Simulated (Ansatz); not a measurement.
Geometry optimisation, RKS PBE0/def2-SVP in Ansatz 0.2.0.

Input:

```yaml
crystal:
  periodic: [false, false, false]
  atoms:
    - { symbol: C, position_ang: [-0.433, 1.0007, -0.1912] }
    - { symbol: O, position_ang: [0.7867, 0.4248, -0.0754] }
    - { symbol: Si, position_ang: [2.05081, 1.41252, 0.29205] }
    - { symbol: O, position_ang: [2.17912, 1.53818, 1.89767] }
    - { symbol: H, position_ang: [-0.4191, 1.7765, -1.0266] }
    - { symbol: H, position_ang: [-0.7621, 1.5876, 0.7153] }
    - { symbol: H, position_ang: [-1.2256, 0.3167, -0.468] }
    - { symbol: H, position_ang: [1.78877, 0.81724, 2.4181] }
basis:
  gaussian: { orbitals: def2-SVP }
hamiltonian:
  xc: pbe0
relax:
  f_tol: 0.015
  max_steps: 40
```

Launched with:

```bash
$ ansatz run input.yaml --threads 1 --pin off --max-ram 2048MiB --backend cpu --events-out ev --progress --plain --runs-dir out
```

Problem. Where does it end, and by what steps?

Solution. The forces met the threshold. After 9 steps the energy has fallen by 0.688 eV; O2 moved furthest, 0.98 Å.

| step | energy less start (eV) | largest force component (eV/Å) | accepted |
| --- | --- | --- | --- |
| 0 | 0.0000 | 2.667 | yes |
| 1 | -0.2349 | 1.623 | yes |
| 2 | -0.3428 | 0.823 | yes |
| 3 | -0.4132 | 0.244 | yes |
| 4 | -0.4531 | 0.597 | yes |
| 5 | -0.5280 | 0.478 | yes |
| 6 | -0.6423 | 0.378 | yes |
| 7 | -0.6861 | 0.172 | yes |
| 8 | -0.6856 | 0.252 | no |
| 9 | -0.6885 | 0.013 | yes |

```xyz
8
Properties=species:S:1:pos:R:3
C -0.611 1.104 -0.239
O 0.474 1.010 0.645
Si 2.037 1.549 0.350
O 2.717 1.125 1.805
H -0.341 1.596 -1.192
H -1.426 1.683 0.225
H -1.000 0.099 -0.471
H 2.116 0.708 2.438
```

Whether the end is a true minimum wasn't checked by a vibrational analysis.

Time of the run: 28 s on 1 thread of Arm Neoverse V1, with other jobs on the host, peak memory 0.15 GiB.
